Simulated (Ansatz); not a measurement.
Ideal-gas functions of `O[CH2][ZnH]` at 298.15 K and 1 bar, from an Ansatz frequency run at PBE0-D4/def2-TZVP.

Molar mass 97.43 g/mol, point group C1 (symmetry number 1), electronic degeneracy 1, moments of inertia 14.355, 135.306, 145.296 u Å². Harmonic wavenumbers (cm⁻¹, unscaled): 165, 273, 406, 451, 566, 676, 1027, 1129, 1244, 1373, 1462, 1878, 3007, 3080, 3884.

Use S(trans) = R[1.5 ln M + 2.5 ln T − 1.1517]; rotational temperatures θ = 24.2544 K / I; S(rot) = R[ln(√π/σ · √(T³/θAθBθC)) + 1.5]; for each mode x = 1.438777 ν̃/T, S = R[x/(eˣ − 1) − ln(1 − e⁻ˣ)] and H = RT x/(eˣ − 1); 1 cm⁻¹ = 0.0119627 kJ/mol; R = 8.31446 J/(mol·K).

Question: By hand: the entropy, in J/(mol·K).

Answer: Translation 166.0. Rotation: θ = 1.6896, 0.1793, 0.1669 K, giving 100.7. Vibration, mode by mode: 10.43, 6.60, 3.94, 3.32, 2.14, 1.41, 0.35, 0.23, 0.14, 0.08, 0.06, 0.01, 0.00, 0.00, 0.00, in all 28.7. Electronic 0.0. Sum 295.4 J/(mol·K).

Question: By hand: H − E and G − E in kJ/mol, counted from the electronic energy.

Answer: Zero-point energy ½ × 20621 × 0.0119627 = 123.3; thermal vibration 5.3; translation, rotation and pV give 4 RT = 9.9. H − E = 138.5 kJ/mol, and G − E = 138.5 − 298.15 × 295.4/1000 = 50.4 kJ/mol.

Vibration gives 10 % of the entropy. The sum counts one conformer and one mirror image; others add a mixing term.
